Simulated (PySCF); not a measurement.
Be(Et)(SiH3) (C2H8BeSi), SMILES [SiH3][Be][CH2]C.

Geometry: PBE0-D3(BJ)/def2-SVP. The structure was generated by enumeration; whether it is a known compound was not checked. Other conformers were not sampled.

Level of theory: PySCF with PBE0-D3(BJ)/def2-SVP.

Frequencies are harmonic and unscaled.

A small imaginary wavenumber (i) marks a very flat motion, where grid noise or a shallow saddle decides the sign.

```
mode  ν (cm⁻¹)  IR (km/mol)  moving atoms (share of kinetic energy)
----  --------  -----------  --------------------------------------
1          16i          0.0                          H 89 %, C 10 %
2           89          2.1        C 37 %, H 29 %, Be 23 %, Si 11 %
3          131          4.1                         H 64 %, Be 32 %
4          244          8.1                         H 70 %, Be 22 %
5          283         19.3        H 36 %, Be 30 %, C 22 %, Si 13 %
6          374          5.6                 C 37 %, Si 29 %, H 28 %
7          445          8.7                          H 83 %, Si 8 %
8          509          2.1                 H 49 %, Be 35 %, Si 9 %
9          606         25.7                 H 60 %, Be 20 %, C 18 %
10         864        197.5                                  H 90 %
11         912          0.0                                  H 92 %
12         934         13.0                         H 73 %, Be 17 %
13         938         37.2                                  H 97 %
14         940         32.6                 H 39 %, Be 38 %, C 19 %
15         950         18.5                          H 87 %, C 11 %
16        1053         39.7                 C 55 %, H 31 %, Be 13 %
17        1235          1.8                          H 77 %, C 23 %
18        1248         34.4                          H 46 %, C 46 %
19        1390          8.4                          H 85 %, C 15 %
20        1408          4.1                          H 89 %, C 11 %
21        1472          5.0                                  H 96 %
22        1484          6.8                                  H 97 %
23        2192         51.5                                  H 99 %
24        2195         97.5                                  H 96 %
25        2196         98.2                                  H 96 %
26        3008         16.5                                  H 95 %
27        3041         40.6                                  H 97 %
28        3053          8.0                           H 91 %, C 9 %
29        3123         23.7                           H 91 %, C 9 %
30        3132         23.9                           H 91 %, C 9 %
```
